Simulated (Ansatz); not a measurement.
Coupled-cluster run, C2H5BF2Si, SMILES `F[C@@H]1BC[Si@H]1F`.

```yaml
crystal:
  periodic: [false, false, false]
  atoms:
    - {symbol: F, position_ang: [-0.942682, -2.358305, 0.132372]}
    - {symbol: C, position_ang: [-0.209419, -1.231742, -0.113031]}
    - {symbol: B, position_ang: [0.576631, -0.439351, 0.962226]}
    - {symbol: C, position_ang: [0.807726, 0.952348, 0.248002]}
    - {symbol: Si, position_ang: [-0.809495, 0.517809, -0.581964]}
    - {symbol: F, position_ang: [-0.927264, 0.800492, -2.150306]}
    - {symbol: H, position_ang: [0.452588, -1.392851, -0.986190]}
    - {symbol: H, position_ang: [0.638561, -0.672484, 2.130670]}
    - {symbol: H, position_ang: [0.947965, 1.841214, 0.855907]}
    - {symbol: H, position_ang: [1.582723, 0.916417, -0.526838]}
    - {symbol: H, position_ang: [-2.051933, 1.009452, 0.049654]}
basis:
  gaussian: {orbitals: def2-TZVPP}
correlation: {method: ccsd_t}
```

```sh
$ ansatz run in.yaml --threads 4 --pin off --events-out ev --progress --plain --max-ram 10444MiB
```

Output of Ansatz, abridged:

```
Functional definition: HF
1612 factors; integrals over basis functions are off by at most 1.6e-3 eV
mean field evaluation 1: about -16086.1582 eV, gradient 4.1e1 eV
mean field evaluation 2: about -16086.4462 eV, gradient 4.1e1 eV
mean field evaluation 4: about -16090.3581 eV, gradient 4.4e0 eV
mean field evaluation 8: about -16090.4331 eV, gradient 3.1e-1 eV
mean field evaluation 16: about -16090.4337 eV, gradient 1.4e-6 eV
mean field -16090.43368123 eV, -591.3125312975 hartree, gradient 1.4e-6 eV, S^2 0.000000; 0 other end points of the search recorded, 0 dependent functions left out
10 core orbitals not correlated: weight in the atoms' cores, before any rotation towards them, 1.000 or more for the frozen orbitals, at most 0.000 for the correlated occupied ones
reference -16090.43368123 eV, -591.3125312975 hartree; 17, 17 occupied and 240, 240 virtual orbitals, 1612 factors
second order -28.36195357 eV of doubles, -0.00000000 eV of singles
cycle   1  -28.61969344 eV  change   -2.6e-1 eV  update   1.1e-1
cycle   2  -29.23733871 eV  change   -6.2e-1 eV  update   3.3e-2
cycle   3  -29.38274747 eV  change   -1.5e-1 eV  update   1.7e-2
cycle   4  -29.36864037 eV  change    1.4e-2 eV  update   4.5e-3
cycle   5  -29.36469788 eV  change    3.9e-3 eV  update   2.4e-3
cycle   6  -29.36590185 eV  change   -1.2e-3 eV  update   9.4e-4
cycle   7  -29.36564301 eV  change    2.6e-4 eV  update   5.0e-4
cycle   8  -29.36538847 eV  change    2.5e-4 eV  update   1.8e-4
cycle   9  -29.36550001 eV  change   -1.1e-4 eV  update   8.3e-5
cycle  10  -29.36554876 eV  change   -4.9e-5 eV  update   3.2e-5
cycle  11  -29.36552394 eV  change    2.5e-5 eV  update   1.4e-5
perturbative correction -1.06897274 eV, -0.0392840237 hartree
Total energy: -16120.86817791 eV, -592.4309784212 hartree
```

Hardware: 4 threads of an Arm Neoverse V1 on a shared host. Wall time 5.3 min, peak host memory 7 GiB.

The correlation energy is -30.434 eV, 3.5 % of it from (T); the T1 diagnostic reads 0.0127.
